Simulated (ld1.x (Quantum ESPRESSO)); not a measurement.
u(r) = r·R(r): atom against pseudo-atom (molybdenum (Mo))

Columns: radius, all-electron u(r) and pseudo u(r) of the 4d shell (level -4.42 eV) of molybdenum in the configuration [Kr] 4d5 5s0.5 5p0.5; PBE, scalar-relativistic, TM scheme, ld1.x (Quantum ESPRESSO) 7.5.

```
r (bohr)  all-electron   pseudo
   0.173        0.2733  -0.0084
   0.345        0.2958  -0.0615
   0.518        0.0172  -0.1803
   0.690       -0.2853  -0.3479
   0.862       -0.5139  -0.5226
   1.035       -0.6561  -0.6613
   1.208       -0.7257  -0.7396
   1.380       -0.7446  -0.7604
   1.553       -0.7316  -0.7423
   1.725       -0.7003  -0.7048
   1.898       -0.6590  -0.6599
   2.070       -0.6136  -0.6137
   2.242       -0.5674  -0.5674
   2.415       -0.5218  -0.5218
   2.588       -0.4784  -0.4784
   2.760       -0.4377  -0.4377
   2.932       -0.3999  -0.3999
   3.105       -0.3647  -0.3647
   3.278       -0.3322  -0.3322
   3.450       -0.3026  -0.3026
   3.623       -0.2753  -0.2753
   3.795       -0.2504  -0.2504
   3.968       -0.2276  -0.2276
   4.140       -0.2069  -0.2069
   4.312       -0.1880  -0.1880
   4.485       -0.1707  -0.1707
```

(1) How many radial nodes do the two functions have?

(2) At about which radius was the pseudo-wave matched?

(3) Where does each function peak?

(4) Is the pseudo-wave norm-conserving?

## Answers

(1) The all-electron 4d function has n − l − 1 = 1; the pseudo-wave has 0, since the states of the same l below it are removed with the core.

(2) 2.25 bohr. The columns agree to 0.0005 from 2.07 bohr on; several derivatives are matched, so the curves merge somewhat inside the radius.

(3) Outermost all-electron maximum near 1.38 bohr, pseudo maximum near 1.38 bohr (to the table’s step).

(4) Yes: the TM scheme keeps the norm inside the radius equal to the all-electron one, which fixes the energy derivative of the logarithmic derivative at the level.
